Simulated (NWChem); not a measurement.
**A calculation on Te (-1)**

```
Te
```
Charge -1, spin multiplicity 2.

All runs are NWChem calculations.

Effective core potentials replace the inner electrons of Te; spin-orbit coupling is left out. The correlated methods keep 4 core orbitals frozen. No SCF solution was tested for a lower state.

Worked example. A B2PLYP run in def2-SVPD ends its self-consistent part (53 % exact exchange, 47 % B88, 73 % LYP) at -267.73852 Ha, and second-order perturbation theory on those orbitals gives -0.13199 Ha unscaled.

The perturbative term enters with the weight 0.27: -267.73852 + 0.27·(-0.13199) = -267.77416 Ha is the total energy.
